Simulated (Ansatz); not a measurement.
Calculated with Ansatz (gas phase, PBE0-D4/def2-TZVP geometries, no zero-point term in ΔE). CBS: MP2 limit from def2 TZ/QZ plus the TZ coupled-cluster correction, frozen cores. Elements past krypton have def2 core potentials. For Ge, In outer-core shells are correlated without core-valence functions, which leaves a few kJ/mol of doubt a bond. Scalar relativity is left out up to krypton. Each species was taken in one conformer, which may not be the lowest.

`O[SiH](O)[GeH3]` + `C[NH][In]([CH3])[F]` → `[CH3][In]([F])[GeH3]` + `CN[SiH](O)O`  (redistribution)

`O[SiH](O)[GeH3]`:

Cartesian coordinates in Å:
```
O -1.513 0.544 -1.289
Si -0.670 -0.575 -0.427
O -1.468 -1.130 0.899
Ge 1.437 0.341 0.232
H -1.520 1.453 -0.987
H -0.555 -1.743 -1.323
H -1.463 -0.603 1.699
H 1.212 1.548 1.170
H 2.248 0.846 -0.974
H 2.293 -0.680 1.000
```

`C[NH][In]([CH3])[F]`:

Z-matrix (Å, degrees):
```
C
N 1 1.442
H 1 1.098 2 112.5
H 1 1.098 2 112.6 3 121.6
H 1 1.093 2 110.5 3 -119.2
In 2 1.991 1 129.6 3 119.5
H 2 1.008 1 113.8 3 -60.7
F 6 1.969 2 105.3 1 179.9
C 6 2.121 2 138.1 1 -0.2
H 9 1.089 6 108.4 2 178.2
H 9 1.090 6 110.1 2 -61.9
H 9 1.090 6 110.1 2 58.2
```

`[CH3][In]([F])[GeH3]`:

Z-matrix (Å, degrees):
```
C
In 1 2.139
H 1 1.090 2 108.5
H 1 1.092 2 109.0 3 -118.2
H 1 1.090 2 111.6 3 121.5
F 2 1.974 1 108.7 3 31.2
Ge 2 2.592 1 141.2 3 -149.4
H 7 1.539 2 110.3 1 55.6
H 7 1.535 2 111.4 1 176.6
H 7 1.540 2 110.0 1 -62.7
```

`CN[SiH](O)O`:

Z-matrix (Å, degrees):
```
C
N 1 1.448
H 1 1.094 2 111.4
H 1 1.096 2 112.8 3 122.1
H 1 1.092 2 109.5 3 -118.4
Si 2 1.696 1 125.4 3 140.5
H 2 1.007 1 114.4 3 -58.3
O 6 1.639 2 112.3 1 54.0
O 6 1.648 2 112.8 1 -61.9
H 6 1.483 2 105.3 1 175.8
H 8 0.959 6 116.0 2 -142.9
H 9 0.958 6 116.5 2 -53.5
```

```csv
species,CCSD(T)/def2-TZVPP energy (Eh)
`O[SiH](O)[GeH3]`,-2518.62886
`C[NH][In]([CH3])[F]`,-424.20802
`[CH3][In]([F])[GeH3]`,-2406.51068
`CN[SiH](O)O`,-536.37103
```

Task: Work out ΔE.

Result: ΔE = (-2406.51068) + (-536.37103) − (-2518.62886) − (-424.20802) = -0.04483 Eh = -28.1 kcal/mol. CCSD(T)/CBS gives -27.9 kcal/mol.

Largest T1 diagnostic among the species: 0.014.

From PBE to PBE0 (25 % exact exchange), in def2-TZVPP and without D4, ΔE moves by −2.2 kcal/mol. In def2-TZVPP, CCSD(T) changes the Hartree–Fock value by +4.7 kcal/mol (the triples alone add +1.0 kcal/mol) and MP2 by +4.2 kcal/mol.
